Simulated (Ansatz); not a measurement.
`F[SiH]([GaH2])[SeH]` + H₂ → `F[SiH2][GaH2]` + H₂Se at 500 K and 1 bar (hydrogenolysis of the Si–Se bond).

Calculated with Ansatz (gas phase, PBE0-D4/def2-TZVP geometries, no zero-point term in ΔE). CCSD(T)/CBS is the MP2 limit (def2-TZVPP, def2-QZVPP) plus CCSD(T) − MP2 in def2-TZVPP, frozen cores. This one scheme is used for every species. For Ga, Se outer-core shells are correlated without core-valence functions, which leaves a few kJ/mol of doubt a bond. Scalar relativity is left out up to krypton. Each species was taken in one conformer, which may not be the lowest.

| species | CCSD(T)/CBS energy (Eh) | H − E (kJ/mol) | S (J/(mol·K)) |
| --- | --- | --- | --- |
| `F[SiH]([GaH2])[SeH]` | -4715.99501 | 136.8 | 444.9 |
| H₂ | -1.17544 | 41.0 | 145.5 |
| `F[SiH2][GaH2]` | -2315.24935 | 123.6 | 374.0 |
| H₂Se | -2401.89790 | 53.1 | 237.8 |

H − E and S are ideal-gas, rigid-rotor, harmonic terms from PBE0-D4/def2-TZVP, for one conformer and one mirror image of each species. For small species the MP2-based limit differs from directly extrapolated CCSD(T) by up to some mEh (0.8 for H₂); such offsets cancel only in part. 1 Eh = 2625.50 kJ/mol, R = 8.31446 J/(mol·K).

By hand: ΔE, ΔH, ΔS and ΔG.

ΔE = (-2315.24935) + (-2401.89790) − (-4715.99501) − (-1.17544) = 0.02320 Eh = 60.9 kJ/mol. Δ(H − E) = 123.6 + 53.1 − 136.8 − 41.0 = -1.1, so ΔH = 59.8 kJ/mol. ΔS = 374.0 + 237.8 − 444.9 − 145.5 = 21.4 J/(mol·K). ΔG = 59.8 − 500 × (21.4)/1000 = 49.1 kJ/mol.

By hand: the equilibrium constant, and the temperature at which ΔG would vanish if ΔH and ΔS stayed fixed.

log₁₀ K = −ΔG/(RT ln 10) = -5.1. ΔG = 0 at ΔH/ΔS = 2794 K, far beyond where these terms or the molecules hold.

ΔH outweighs TΔS. A doubt of 5 kJ/mol in ΔE shifts log₁₀ K by 0.5 here. Other conformers and mirror images would add mixing entropy, several J/(mol·K) or more a flexible species. Modes under 60 cm⁻¹, often nearly free rotors, make the harmonic entropy too high. These are equilibria of isolated gas molecules and say nothing of rates. Largest T1 diagnostic: 0.013 (customary marks: 0.02 for closed shells, 0.045 for open ones).
